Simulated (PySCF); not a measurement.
WOBr3, SMILES [O]=[W]([Br])([Br])[Br] (connectivity only; charge and spin as stated), neutral, multiplicity 2.

Coordinates come from a r2SCAN-D4/def2-SVP optimisation. The multiplicity is an assumed one; other spin states were not compared. The def2 effective core potentials stand for the cores of W; spin–orbit coupling is left out.

All values below come from r2SCAN-D4/def2-SVP (PySCF).

Frequencies are harmonic and unscaled.

Computed harmonic wavenumbers and intensities:
| mode | ν (cm⁻¹) | IR (km/mol) | moving atoms (share of kinetic energy) |
|---|---|---|---|
| 1 | 19 | 5.2 | Br 68 %, W 19 %, O 13 % |
| 2 | 58 | 0.3 | Br 85 %, W 12 % |
| 3 | 87 | 0.2 | Br 63 %, W 34 % |
| 4 | 111 | 9.3 | O 73 %, Br 27 % |
| 5 | 192 | 1.6 | O 72 %, Br 28 % |
| 6 | 255 | 4.1 | Br 84 %, W 14 % |
| 7 | 272 | 31.6 | Br 66 %, W 34 % |
| 8 | 301 | 44.2 | W 44 %, Br 43 %, O 12 % |
| 9 | 1030 | 121.9 | O 92 %, W 8 % |
